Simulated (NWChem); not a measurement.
# YClF2; SMILES [F][Y]([F])[Cl]

Program: NWChem. Coordinates come from a PBE0/def2-SVP optimisation. No frequency run checked for a minimum. def2 effective core potentials on Y; no spin-orbit coupling. Ions are spin-unrestricted doublets at the neutral geometry; other ion states weren't tried.

Question: Predict the results for CAM-B3LYP/def2-SVP. Quantities: vertical ionisation energy, ΔSCF (eV); −ε(HOMO) (eV).

Answer: The vertical ionisation energy, ΔSCF (eV) is 11.59 and the −ε(HOMO) (eV) is 10.15.
